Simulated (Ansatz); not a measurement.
Molecular dynamics of CO₂

Input:

```yaml
accuracy: low
crystal:
  lattice:
    - [8.588917, 0.0, 0.0]
    - [0.0, 8.588917, 0.0]
    - [0.0, 0.0, 8.588917]
  atoms:
    - { symbol: C, position: [0.66503399, 0.85187464, 0.27631877] }
    - { symbol: O, position: [0.53387763, 0.87926729, 0.29208118] }
    - { symbol: O, position: [0.79836764, 0.83022371, 0.29113697] }
    - { symbol: C, position: [0.30489725, 0.30340629, 0.59066639] }
    - { symbol: O, position: [0.26448707, 0.33365647, 0.71384907] }
    - { symbol: O, position: [0.33824059, 0.25485161, 0.47351254] }
    - { symbol: C, position: [0.01394603, 0.77026258, 0.90968426] }
    - { symbol: O, position: [-0.0213323, 0.86114161, 1.00378982] }
    - { symbol: O, position: [0.06908255, 0.70218528, 0.80211255] }
    - { symbol: C, position: [0.3274164, 0.03903665, 0.94752868] }
    - { symbol: O, position: [0.26019585, 0.00596165, 1.06423105] }
    - { symbol: O, position: [0.41955618, 0.06004153, 0.84733149] }
    - { symbol: C, position: [0.90854263, 0.15477258, 0.30877666] }
    - { symbol: O, position: [0.99893337, 0.15494222, 0.40171247] }
    - { symbol: O, position: [0.78517193, 0.15905001, 0.23872569] }
    - { symbol: C, position: [0.35559161, 0.56356514, 0.1625435] }
    - { symbol: O, position: [0.48974235, 0.51278007, 0.18215051] }
    - { symbol: O, position: [0.23587114, 0.62414319, 0.14798825] }
    - { symbol: C, position: [0.67741351, 0.44986451, 0.53003173] }
    - { symbol: O, position: [0.59816664, 0.40437627, 0.62546089] }
    - { symbol: O, position: [0.76860025, 0.47474803, 0.43684765] }
    - { symbol: C, position: [-0.01046201, 0.42839177, 0.03375096] }
    - { symbol: O, position: [0.11162754, 0.36499396, 0.04344477] }
    - { symbol: O, position: [-0.1189288, 0.49771174, 0.00406894] }
    - { symbol: C, position: [0.08005582, 0.60130625, 0.47754438] }
    - { symbol: O, position: [0.06249646, 0.73742667, 0.46293131] }
    - { symbol: O, position: [0.10684238, 0.47476287, 0.44976129] }
    - { symbol: C, position: [0.99736117, 0.19290641, 0.78719866] }
    - { symbol: O, position: [1.06152673, 0.07491521, 0.7875627] }
    - { symbol: O, position: [0.94805379, 0.31610432, 0.76589835] }
    - { symbol: C, position: [0.7237887, 0.95586293, 0.60348134] }
    - { symbol: O, position: [0.71152235, 0.84654873, 0.68268703] }
    - { symbol: O, position: [0.70160813, 1.07488412, 0.53905755] }
    - { symbol: C, position: [0.41662689, 0.69322532, 0.69846935] }
    - { symbol: O, position: [0.48517041, 0.66525101, 0.80912271] }
    - { symbol: O, position: [0.35923888, 0.73281722, 0.58007038] }
basis:
  ecutwfc: 500.0
kpoints:
  mp_grid: { grid: [1, 1, 1] }
hamiltonian:
  xc: r2scan
  dispersion: d3bj
scf:
  occupations: { method: fermi_dirac, width: 0.02 }
  lower_state_search: "off"
md:
  timestep: 1.5
  n_steps: 110
  ensemble: nvt_langevin
  temperature: 1000.0
  initial_velocities: maxwell_boltzmann
  seed: 133984
  friction: 0.005
```

Run as:

```bash
$ ansatz run input.yaml --threads 2 --pin off --max-ram 5120MiB --backend cpu --events-out ev --progress --plain --runs-dir out
```

It goes on from the last frame of an earlier run, with new velocities.

Output, in part (step lines):

```
md step     0: t =     0.00 fs  T =   972.2 K  F+E_penalty+E_count = -16649.38651090 eV  E_kin = 4.524100 eV  (11 SCF iters)
md step     1: t =     1.50 fs  T =   982.1 K  F+E_penalty+E_count = -16649.43435939 eV  E_kin = 4.570161 eV  (11 SCF iters)
md step     2: t =     3.00 fs  T =   946.8 K  F+E_penalty+E_count = -16649.18583064 eV  E_kin = 4.405572 eV  (11 SCF iters)
md step     3: t =     4.50 fs  T =   855.6 K  F+E_penalty+E_count = -16648.87339067 eV  E_kin = 3.981598 eV  (11 SCF iters)
md step     4: t =     6.00 fs  T =   853.4 K  F+E_penalty+E_count = -16648.90999890 eV  E_kin = 3.971251 eV  (10 SCF iters)
md step     5: t =     7.50 fs  T =   940.6 K  F+E_penalty+E_count = -16649.14895620 eV  E_kin = 4.376893 eV  (9 SCF iters)
md step     6: t =     9.00 fs  T =   971.3 K  F+E_penalty+E_count = -16649.23471227 eV  E_kin = 4.519893 eV  (9 SCF iters)
md step     7: t =    10.50 fs  T =   968.7 K  F+E_penalty+E_count = -16649.27045144 eV  E_kin = 4.507544 eV  (9 SCF iters)
[... lines left out ...]
```

The steps, from the saved trajectory:

```
time (fs)  T (K)  potential energy less start (eV)
      0.0    972                             0.000
      4.5    856                             0.513
      9.0    971                             0.152
     13.5    986                             0.281
     18.0    977                             0.471
     22.5   1014                             0.201
     27.0    884                             0.859
     31.5    905                             0.648
     36.0    931                             0.429
     40.5    974                             0.470
     45.0   1159                            -0.214
     49.5    981                             0.441
     54.0    935                             0.357
     58.5   1042                             0.138
     63.0   1023                             0.103
     67.5   1131                            -0.259
     72.0   1041                             0.177
     76.5    914                             0.745
     81.0   1061                            -0.042
     85.5    972                             0.510
     90.0   1024                             0.211
     94.5   1061                             0.035
     99.0    857                             1.041
    103.5    974                             0.450
    108.0    935                             0.522
    112.5    824                             0.981
    117.0    935                             0.365
    121.5    913                             0.674
    126.0    887                             0.704
    130.5   1002                             0.373
    135.0    847                             1.249
    139.5    867                             1.058
    144.0    932                             1.095
    148.5    993                             0.804
    153.0   1121                            -0.010
    157.5   1085                             0.357
    162.0    944                             0.804
```

All steps were run. A run of 0.17 ps of so small a system gives no equilibrium averages. Limits of this set-up: coarse k mesh, low accuracy level.

Mean squared displacements from the first frame to the last, about the centre of mass: C 0.64 Å², O 1.06 Å².

Last frame:

```xyz
36
Lattice="8.5889 0.0000 0.0000 0.0000 8.5889 0.0000 0.0000 0.0000 8.5889" Properties=species:S:1:pos:R:3
C 5.093 7.344 2.095
O 4.352 7.809 1.342
O 5.570 6.715 2.941
C 2.957 1.972 4.975
O 2.751 2.597 5.936
O 3.205 1.318 4.002
C 0.321 6.702 8.449
O -0.439 7.567 8.681
O 0.969 5.702 8.381
C 2.625 1.039 8.323
O 1.554 0.997 8.768
O 3.781 1.106 7.927
C 7.881 1.275 2.048
O 8.781 0.817 2.581
O 6.921 1.343 1.378
C 3.559 3.959 1.472
O 4.182 3.013 1.198
O 2.983 4.949 1.803
C 5.878 4.658 4.189
O 5.021 4.995 4.904
O 6.659 4.068 3.566
C -0.810 3.805 0.614
O 0.206 3.259 0.767
O -1.798 4.361 0.304
C 0.639 5.657 4.088
O -0.043 6.649 4.181
O 1.291 4.634 3.904
C 8.322 1.543 5.737
O 8.990 0.487 5.704
O 7.662 2.423 6.148
C 6.474 7.801 5.805
O 6.588 6.718 5.966
O 5.938 8.859 5.665
C 3.678 6.646 6.622
O 3.625 5.759 7.365
O 3.733 7.362 5.744
```

Time of the run: 34 min on 2 threads of Arm Neoverse V1, with other jobs on the host, peak memory 1 GiB.
